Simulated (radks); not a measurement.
Neutral zirconium inside a hard spherical wall (all orbitals vanish at R), configuration held at [Kr] 4d2 5s2 and not refilled when levels cross. All-electron calculation, scalar-relativistic Kohn-Sham, PBE, spin-polarised, spherical densities, finite nucleus; open shells are filled with parallel spins first (spin-orbit coupling, left out, can overturn this in heavy ions); Fermi nuclear charge, rms radius 4.2694 fm. Program: a radial shooting solver on a logarithmic mesh with Libxc functionals. Eigenvalues in eV for spin up, with the zero of energy where the potential of the charges vanishes at infinity; a dash marks a level that is unbound or too diffuse for the functional's potential to be trusted. A positive occupied level is held by the wall or, in an anion where self-interaction has pushed it up, behind a barrier. The pressure on the wall is -dE/dV.

R (bohr)	E (hartree)	kinetic (hartree)	e(4s)	e(4p)	e(5s)	e(4d)	e(5p, empty)	e(6s, empty)	pressure (GPa)
free	-3598.51063	3699.966	-54.812	-32.852	-4.700	-4.058	-1.601	-	0
12	-3598.51046	3699.968	-54.795	-32.836	-4.687	-4.043	-1.556	0.891	0.00293
8	-3598.49931	3700.047	-54.316	-32.362	-4.298	-3.624	-0.800	5.197	0.426
6	-3598.42147	3700.432	-52.638	-30.727	-2.617	-2.165	1.829	14.967	6.05
5	-3598.25237	3701.111	-50.461	-28.642	0.245	-0.171	5.919	27.665	26.4
4	-3597.70143	3703.082	-46.175	-24.581	8.118	4.257	16.410	56.163	144
3.5	-3596.98380	3705.580	-42.363	-20.916	17.236	8.707	27.851	84.344	389
2	-3580.33596	3757.173	2.596	28.094	166.03	70.709	190.77	422.84	22000
